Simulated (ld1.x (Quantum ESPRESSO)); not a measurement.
# LDA (PZ) ultrasoft dataset for phosphorus, non-relativistic all-electron reference.

- Element: phosphorus
- Generator: ld1.x (Quantum ESPRESSO) 7.5
- Type: ultrasoft
- Functional: LDA (PZ)
- Relativity: non-relativistic
- Frozen core: [Ne]
- Valence charge: 5
- Reference configuration: 3s2 3p2.75 (charge +0.25)
- Partial waves: 3s (bound): rcut 1.20, rcutus 1.50 bohr; 3s channel at 3.9 Ry: rcut 1.20, rcutus 1.50 bohr; 3p (bound): rcut 1.35, rcutus 1.70 bohr; 3p channel at -0.25 Ry: rcut 1.35, rcutus 1.70 bohr; 3d channel at -0.05 Ry: rcut 1.50, rcutus 1.60 bohr; 3d channel at 1.55 Ry: rcut 1.50, rcutus 1.60 bohr
- Local potential: all-electron potential smoothed inside 1.55 bohr (lloc = -1)
- Core correction: none
- Augmentation charge: built from norm-conserving waves at rcut, not smoothed further

**Question.** Estimate the cutoffs (Ry, on a coarse ladder) from which the occupation-weighted sum of valence levels, in a spherical-Bessel basis at the reference potential, stays within 10 and 1 mRy of its value at 400 Ry.

**Answer.** 15 Ry and 25 Ry.

**Question.** What does a ghost test show?

**Answer.** No extra level below or beside the all-electron valence levels (s, p, d, f tested).

**Question.** Is the overlap operator S = 1 + Σ q|β⟩⟨β| positive definite (Bessel basis up to 400 Ry)?

**Answer.** Yes: its lowest eigenvalue is 0.38 (s channel).

**Question.** Tests: 3s2 3p3; 3s2 3p2; 3s2 3p1; 3s1 3p4; 3s0 3p5; 3s2 3p0; 3s2 3p2.5. Which has the largest error in its energy relative to the reference configuration, and how large is it?

**Answer.** 3s2 3p0, with +116 meV (all-electron minus pseudo) on +57.35 eV.
